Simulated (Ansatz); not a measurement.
**Relaxing a trial structure of C2H9AlAs+**

The starting geometry of this gas-phase singlet was optimised with GFN2-xTB.

```xyz
13

C    -0.5755   -1.6433   -1.2253
C    -0.1302   -2.2606    0.1236
Al    1.4312   -1.1905    0.6721
As    2.0806    0.6719   -1.0032
H     0.2210   -1.7131   -1.9779
H    -0.8465   -0.5859   -1.1081
H    -1.4460   -2.1661   -1.6144
H     0.1009   -3.3273   -0.0090
H    -0.9576   -2.2188    0.8459
H     2.5692   -0.8765    1.6629
H     1.4818    1.9296   -1.5149
H     2.9090    0.4198   -2.2067
H     3.1716    1.3278   -0.2347
```

Problem. Predict what becomes of its bonds when it is optimised with B3LYP-D3(BJ)/def2-SVP.

Solution. It keeps its bonds.

The energy falls by 0.35 eV over 19 steps:

| step | E − E(last) (eV) |
| --- | --- |
| 1 | 0.352 |
| 3 | 0.040 |
| 5 | 0.005 |
| 7 | 0.000 |
| 9 | 0.000 |
| 11 | 0.000 |
| 13 | 0.000 |
| 15 | 0.000 |
| 17 | 0.000 |
| 19 | 0.000 |

Final geometry (Å):

```yaml
atoms:
  - { symbol: C, position_ang: [-0.5865, -1.5943, -1.3040] }
  - { symbol: C, position_ang: [-0.0339, -2.1155, 0.0335] }
  - { symbol: Al, position_ang: [1.4802, -1.1729, 0.7929] }
  - { symbol: As, position_ang: [2.2376, 0.6619, -0.8934] }
  - { symbol: H, position_ang: [0.1682, -1.6273, -2.1070] }
  - { symbol: H, position_ang: [-0.9563, -0.5591, -1.2259] }
  - { symbol: H, position_ang: [-1.4342, -2.2091, -1.6431] }
  - { symbol: H, position_ang: [0.2756, -3.1752, -0.0535] }
  - { symbol: H, position_ang: [-0.8206, -2.1231, 0.8120] }
  - { symbol: H, position_ang: [2.4314, -1.0961, 2.0330] }
  - { symbol: H, position_ang: [1.1846, 1.6658, -1.2829] }
  - { symbol: H, position_ang: [2.6750, 0.1603, -2.2447] }
  - { symbol: H, position_ang: [3.3883, 1.5519, -0.5067] }
```

The end wasn't checked by frequencies. Run with Ansatz 0.2.0, 35 s on 2 threads of Intel(R) Xeon(R) Gold 6455B (Sapphire Rapids), on a shared host.
